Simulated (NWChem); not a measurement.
System: SnNH2ClF2; SMILES [NH2][Sn]([Cl])([F])[F]

Output (shortened):

```
             Northwest Computational Chemistry Package (NWChem) 7.3.0
             --------------------------------------------------------

 C1  symmetry detected

                             Geometry "geometry" -> ""
                             -------------------------

 Output coordinates in angstroms (scale by  1.889725989 to convert to a.u.)

  No.       Tag          Charge          X              Y              Z
 ---- ---------------- ---------- -------------- -------------- --------------
    1 N                    7.0000    -0.26777096     1.14607363     1.76341078
    2 Sn                  50.0000     0.00002880     0.21664151     0.00598619
    3 F                    9.0000    -1.37735491     0.74281465    -1.22781417
    4 F                    9.0000     1.68333052     0.72480257    -0.77274823
    5 Cl                  17.0000    -0.02087487    -2.09011874     0.09576628
    6 H                    1.0000     0.55079581     1.70261015     2.00972038
    7 H                    1.0000    -1.07674691     1.76626260     1.72412964

 Effective nuclear repulsion energy (a.u.)     672.1753874004

  xc_inp: hfexch multiplicative factor not found.

                                 NWChem DFT Module
                                 -----------------

 Summary of "ao basis" -> "ao basis" (spherical)
 ------------------------------------------------------------------------------
       Tag                 Description            Shells   Functions and Types
 ---------------- ------------------------------  ------  ---------------------
 N                           3-21g                   5        9   3s2p
 Sn                          3-21g                  13       31   6s5p2d
 F                           3-21g                   5        9   3s2p
 Cl                          3-21g                   7       13   4s3p
 H                           3-21g                   2        2   2s

            General Information
            -------------------
          SCF calculation type: DFT
          Wavefunction type:  closed shell.
          No. of atoms     :     7
          No. of electrons :    94
           Alpha electrons :    47
            Beta electrons :    47
          Charge           :     0
          Spin multiplicity:     1
          Use of symmetry is: off; symmetry adaption is: off
          Maximum number of iterations: 150
          AO basis - number of functions:    75
                     number of shells:    39
          Convergence on energy requested:  1.00D-06
          Convergence on density requested:  1.00D-05
          Convergence on gradient requested:  5.00D-04

              XC Information
              --------------
                     Hartree-Fock (Exact) Exchange  1.000

      Superposition of Atomic Density Guess
      -------------------------------------

 Sum of atomic energies:       -6706.26287942

      Non-variational initial energy
      ------------------------------

 Total energy =   -6706.866998
 1-e energy   =  -10601.052692
 2-e energy   =    3222.010307
 HOMO         =      -0.347389
 LUMO         =      -0.060130

     ---------------------------------------------
      Total Density - Mulliken Population Analysis
     ---------------------------------------------

    Atom       Charge   Shell Charges
 -----------   ------   -------------------------------------------------------
    1 N    7     8.14   1.99  0.40  1.86  1.33  2.55
    2 Sn  50    47.69   2.00  2.00  6.00  2.00  6.00  2.00  5.93  0.58  0.72  0.22  0.27 10.00  9.99
    3 F    9     9.70   1.98  0.46  2.64  1.51  3.11
    4 F    9     9.70   1.98  0.46  2.64  1.51  3.11
    5 Cl  17    17.57   2.00  1.96  5.91  1.13  3.09  0.89  2.60
    6 H    1     0.60   0.36  0.24
    7 H    1     0.60   0.36  0.24

   convergence    iter        energy       DeltaE   RMS-Dens  Diis-err
 ---------------- ----- ----------------- --------- --------- ---------
 d= 0,ls=0.0,diis     1  -6706.7335960695 -7.38D+03  1.31D-02  8.78D-01
 d= 0,ls=0.0,diis     2  -6706.8108910459 -7.73D-02  2.99D-03  3.22D-01
 d= 0,ls=0.0,diis     3  -6706.8317865183 -2.09D-02  1.03D-03  2.35D-03
 d= 0,ls=0.0,diis     4  -6706.8325609052 -7.74D-04  3.49D-04  3.65D-04
 d= 0,ls=0.0,diis     5  -6706.8326589378 -9.80D-05  1.78D-04  5.01D-05
  Resetting Diis
 d= 0,ls=0.0,diis     6  -6706.8326790033 -2.01D-05  6.22D-05  6.00D-06
 d= 0,ls=0.0,diis     7  -6706.8326813010 -2.30D-06  1.69D-05  6.58D-07
 d= 0,ls=0.0,diis     8  -6706.8326815523 -2.51D-07  8.18D-06  1.97D-07

         Total DFT energy =    -6706.832681552296
      One electron energy =   -10596.726116962087
           Coulomb energy =     3431.617153806143
    Exchange-Corr. energy =     -213.899105796790
 Nuclear repulsion energy =      672.175387400438

 Numeric. integr. density =        0.000000000000

                       DFT Final Molecular Orbital Analysis
                       ------------------------------------

 Vector   45  Occ=2.000000D+00  E=-4.887129D-01
              MO Center= -1.7D-02, -2.0D+00,  6.7D-02, r^2= 1.5D+00
   Bfn.  Coefficient  Atom+Function         Bfn.  Coefficient  Atom+Function
  ----- ------------  ---------------      ----- ------------  ---------------
    65      0.584533  5 Cl px                69      0.512395  5 Cl px
    61     -0.270113  5 Cl px                67      0.098597  5 Cl pz
    71      0.086498  5 Cl pz                49      0.052844  3 F  pz
    48     -0.048825  3 F  py                56      0.049056  4 F  px
    57      0.047647  4 F  py                36      0.047281  2 Sn d -2

 Vector   46  Occ=2.000000D+00  E=-4.863875D-01
              MO Center= -2.7D-02, -1.9D+00,  1.4D-01, r^2= 1.8D+00
   Bfn.  Coefficient  Atom+Function         Bfn.  Coefficient  Atom+Function
  ----- ------------  ---------------      ----- ------------  ---------------
    67      0.577278  5 Cl pz                71      0.503996  5 Cl pz
    63     -0.266445  5 Cl pz                 8      0.110991  1 N  py
    65     -0.097888  5 Cl px                 6     -0.093495  1 N  s
    69     -0.085473  5 Cl px                 4      0.081535  1 N  py
    37      0.056313  2 Sn d -1              66      0.056354  5 Cl py

 Vector   47  Occ=2.000000D+00  E=-4.530974D-01
              MO Center= -2.5D-01,  1.0D+00,  1.7D+00, r^2= 1.5D+00
   Bfn.  Coefficient  Atom+Function         Bfn.  Coefficient  Atom+Function
  ----- ------------  ---------------      ----- ------------  ---------------
     9      0.480702  1 N  pz                 5      0.357747  1 N  pz
     8     -0.324679  1 N  py                 4     -0.241133  1 N  py
     6      0.201718  1 N  s                 29     -0.106538  2 Sn py
     7     -0.097157  1 N  px                26     -0.091700  2 Sn pz
    56     -0.091518  4 F  px                49      0.082991  3 F  pz

 Vector   48  Occ=0.000000D+00  E= 5.561405D-02
              MO Center= -8.3D-03, -2.5D-02,  1.4D-01, r^2= 4.2D+00
   Bfn.  Coefficient  Atom+Function         Bfn.  Coefficient  Atom+Function
  ----- ------------  ---------------      ----- ------------  ---------------
    27      1.067792  2 Sn s                  6     -0.536745  1 N  s
    70     -0.402273  5 Cl py                19     -0.359268  2 Sn s
    68     -0.309349  5 Cl s                 66     -0.260154  5 Cl py
    23      0.255368  2 Sn s                 55     -0.239009  4 F  s
    46     -0.233886  3 F  s                  9      0.231950  1 N  pz

 Vector   49  Occ=0.000000D+00  E= 1.468558D-01
              MO Center= -9.7D-03,  1.5D-01,  9.8D-02, r^2= 4.8D+00
   Bfn.  Coefficient  Atom+Function         Bfn.  Coefficient  Atom+Function
  ----- ------------  ---------------      ----- ------------  ---------------
    28      1.009636  2 Sn px                46      0.404960  3 F  s
    55     -0.352379  4 F  s                 24      0.255294  2 Sn px
    20     -0.250334  2 Sn px                30      0.231104  2 Sn pz
    69     -0.186455  5 Cl px                49      0.159379  3 F  pz
    65     -0.157191  5 Cl px                58     -0.142027  4 F  pz

 Vector   50  Occ=0.000000D+00  E= 1.498471D-01
              MO Center=  1.3D-02,  8.1D-01, -5.6D-02, r^2= 4.8D+00
   Bfn.  Coefficient  Atom+Function         Bfn.  Coefficient  Atom+Function
  ----- ------------  ---------------      ----- ------------  ---------------
    29      1.173693  2 Sn py                68      0.614419  5 Cl s
    70      0.400905  5 Cl py                30     -0.244266  2 Sn pz
    25      0.239200  2 Sn py                55     -0.226892  4 F  s
    21     -0.217090  2 Sn py                 8     -0.195245  1 N  py
    46     -0.176886  3 F  s                  9      0.169345  1 N  pz

     ---------------------------------------------
      Total Density - Mulliken Population Analysis
     ---------------------------------------------

    Atom       Charge   Shell Charges
 -----------   ------   -------------------------------------------------------
    1 N    7     8.02   1.99  0.36  1.76  1.38  2.53
    2 Sn  50    48.07   2.00  2.00  6.00  2.00  6.00  2.00  5.95  0.71  1.15  0.08  0.21 10.00 10.00
    3 F    9     9.53   1.98  0.44  2.45  1.54  3.12
    4 F    9     9.53   1.98  0.44  2.45  1.54  3.12
    5 Cl  17    17.53   2.00  1.96  5.91  1.11  2.99  0.95  2.62
    6 H    1     0.66   0.44  0.22
    7 H    1     0.66   0.44  0.22

     -------------------------------------------
      Total Density - Lowdin Population Analysis
     -------------------------------------------

[...]
```

Level: Hartree-Fock/3-21G, non-relativistic. All runs use the structure optimised with PBE0/def2-SVP (def2 core potentials past Kr).

**Question.** Which NWChem input produces such a log?

**Answer.** This is not unique; one that fits is the input that was run:
```
start job
memory heap 200 mb stack 900 mb global 1100 mb
geometry units angstroms noautoz
  N     -0.040132     1.256205     1.711564
  Sn     0.002121     0.250493    -0.023619
  F     -1.521495     0.729819    -1.093735
  F      1.572234     0.716172    -1.031611
  Cl    -0.005923    -2.050113     0.168182
  H      0.802840     1.818755     1.827273
  H     -0.847858     1.878154     1.748680
end
basis spherical
  N library 3-21g
  Sn library 3-21g
  F library 3-21g
  Cl library 3-21g
  H library 3-21g
end
dft
  xc hfexch
  iterations 150
  mulliken
end
task dft energy
```
